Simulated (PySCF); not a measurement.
CH5F2NSi, SMILES N[SiH2]C(F)F. Atoms are numbered in the order given.

```xyz
10

N     -1.9582    -0.5815     0.5114
Si    -0.8052     0.6540     0.1545
C      0.9123    -0.1903     0.1623
F      0.8899    -1.2034    -0.7668
F      1.8847     0.6971    -0.2048
H     -2.8467    -0.3562     0.9444
H     -2.0384    -1.3912    -0.0953
H     -0.9185     1.3180    -1.1785
H     -0.8712     1.6818     1.2294
H      1.2107    -0.6392     1.1281
```
Charge 0, spin multiplicity 1.

Geometry optimised at ωB97X-D3(BJ)/def2-SVP. The structure was generated by enumeration, and PubChem lists no compound with its InChIKey, so it may never have been made. The values are those of a single conformer.

Calculation: B3LYP/pcSseg-1 (PySCF).

GIAO shieldings, no solvent; atoms listed in one row are averaged. δ = σ(ref) − σ: ¹⁵N against NH3 (σ = 265.5 ppm); ²⁹Si against TMS (σ = 338.7 ppm); ¹³C against TMS (σ = 181.3 ppm); ¹⁹F against CFCl3 (σ = 161.7 ppm); ¹H against TMS (σ = 31.68 ppm), references at their B3LYP-D3(BJ)/def2-TZVP geometries, non-relativistic.

| nucleus | atoms | count | δ (ppm) |
|---|---|---|---|
| ¹⁵N | N1 | 1 | 4.9 |
| ²⁹Si | Si2 | 1 | -43.3 |
| ¹³C | C3 | 1 | 129.9 |
| ¹⁹F | F5 | 1 | -161.0 |
| ¹⁹F | F4 | 1 | -163.1 |
| ¹H | H10 | 1 | 6.42 |
| ¹H | H8 | 1 | 4.95 |
| ¹H | H9 | 1 | 4.70 |
| ¹H | H6 | 1 | 0.57 |
| ¹H | H7 | 1 | 0.47 |
